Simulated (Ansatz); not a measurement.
Mulliken charges of F3HOSW (`[OH][W]([F])([F])([F])=[S]`) from B3LYP/def2-TZVPP in Ansatz (PBE0-D4/def2-TZVP geometry).

```json
{"atom": "O1", "x (Å)": "0.378", "y (Å)": "-1.432", "z (Å)": "0.431", "charge (e)": "-0.362"}
{"atom": "W2", "x (Å)": "0.083", "y (Å)": "0.336", "z (Å)": "-0.103", "charge (e)": "1.150"}
{"atom": "F3", "x (Å)": "1.920", "y (Å)": "0.492", "z (Å)": "-0.213", "charge (e)": "-0.274"}
{"atom": "F4", "x (Å)": "-1.567", "y (Å)": "-0.282", "z (Å)": "-0.718", "charge (e)": "-0.307"}
{"atom": "F5", "x (Å)": "-0.001", "y (Å)": "1.467", "z (Å)": "-1.571", "charge (e)": "-0.282"}
{"atom": "S6", "x (Å)": "-0.443", "y (Å)": "1.449", "z (Å)": "1.600", "charge (e)": "-0.145"}
{"atom": "H7", "x (Å)": "-0.309", "y (Å)": "-2.097", "z (Å)": "0.527", "charge (e)": "0.220"}
```

**Question.** By hand: the dipole of these point charges (1 e Å = 4.8032 D).

**Answer.** Σ q r = (-0.090, -0.229, 0.331) e Å, of length 0.412 e Å = 1.98 D.

**Question.** How does the dipole of the full density compare? (Best estimate.)

**Answer.** Computed: (-0.158, -0.364, 0.207) e Å, 2.15 D; the point charges give 0.92 times that, at 26° from its direction.

Point charges leave out the atoms' own dipoles, such as those of lone pairs, and Mulliken's split depends on the basis, so the two needn't agree.

B3LYP here is the variant with VWN-RPA as its local correlation; programs differ in this.
